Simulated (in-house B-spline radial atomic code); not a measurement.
The numbers below are computed, except where a source is named.
## Making a Troullier-Martins p channel for Ga, r_c = 0.64 bohr

Ga, [Ar] 3d10 4s2 4p1, non-relativistic LDA (VWN5), spherical and spin-unpolarised, from an all-electron radial atomic-structure program (B-spline basis) (atomic units). The all-electron 3p level is ε = -3.584666 hartree, its outermost node lies just inside 0.25 bohr and its outer maximum at 0.57 bohr.

Inside r_c the pseudo-orbital is u(r) = r^2 exp(p(r)), with p = c0 + c2 r² + c4 r⁴ + … + c12 r¹². The seven coefficients follow from p and its first four derivatives at r_c, from zero curvature of the screened potential at the origin, c4 = −c2²/(2l + 5), and from the norm inside r_c. At r_c the all-electron orbital has P = 1.272895, P' = -0.8288303, the screened potential V = -9.62434, V' = 33.58105, V'' = -158.0622, and the norm inside is Q = 0.4839331.

Problem. What are p, p' and p'' at r_c?

Solution. p = ln(P/r_c^2) = ln(1.272895/0.4096) = 1.13387. p' = P'/P − 2/r_c = -0.65114 − 3.12500 = -3.77614. The radial equation gives p'' = 2(V − ε) − 2(2) p'/r_c − p'² = -12.07935 − (-23.60086) − 14.25922 = -2.73770. Differentiating, p''' = 2V' + 2(2)p'/r_c² − 2(2)p''/r_c − 2p'p'' = 26.721, and p'''' = 2V'' − 4(2)p'/r_c³ + 4(2)p''/r_c² − 2(2)p'''/r_c − 2p''² − 2p'p''' = -234.55.

For a trial c2 the five matching conditions are linear in c0, c6, c8, c10 and c12, and c2 is varied until the norm inside r_c equals Q. The root nearest zero gives:

```csv
n,c_n
0,2.241086
2,-1.868021
4,-0.4985002
6,-21.71236
8,79.04328
10,-108.2691
12,54.42322
```

Problem. Check c4 and p(r_c), and find the screened pseudopotential at the origin.

Solution. −c2²/7 = -0.4985, as listed. The terms c_n r_c^n are 2.24109, -0.76514, -0.08363, -1.49206, 2.22487, -1.24826, 0.25701, which sum to 1.13387. Inverting the radial equation, V_l(r) = ε + 2 p'/r + (p'' + p'²)/2, so V_l(0) = ε + (2l + 3) c2 = -3.584666 + 5 × (-1.86802) = -12.9248 hartree, finite where the all-electron potential diverges.

Orbitals and screened potentials:

```tsv
r (bohr)	P	u	V all-electron	V pseudo
0.064	-0.496	0.03822	-380.1	-12.93
0.16	-0.5724	0.2293	-113.7	-13.24
0.256	0.1115	0.5415	-55.51	-14.45
0.352	0.7723	0.8941	-32.23	-16.13
0.448	1.161	1.175	-20.46	-16.25
0.544	1.298	1.299	-13.73	-13.42
0.64	1.273	1.273	-9.624	-9.624
```

Logarithmic derivatives P'/P at R = 0.94 bohr, for energies E around ε:

```
E − ε (hartree)  all-electron     pseudo
           -0.5     -0.857494  -0.857957
          -0.25      -1.31722   -1.31736
           -0.1      -1.63101   -1.63103
              0       -1.8592    -1.8592
            0.1      -2.10483   -2.10486
           0.25      -2.51111   -2.51134
            0.5      -3.31468   -3.31588
```

Problem. With P(R) = 0.8396568 and a norm of 0.8339068 inside R, what slope in energy does norm conservation fix?

Solution. d(P'/P)/dE = −2 × (norm inside R)/P(R)² = -2.3656 per hartree·bohr at E = ε, for both atoms, since orbital and norm agree at R. Differences over ±0.1 hartree give -2.3691 (all-electron) and -2.3691 (pseudo), which also hold third-order terms. Half a hartree below ε the two curves differ by -0.0005.
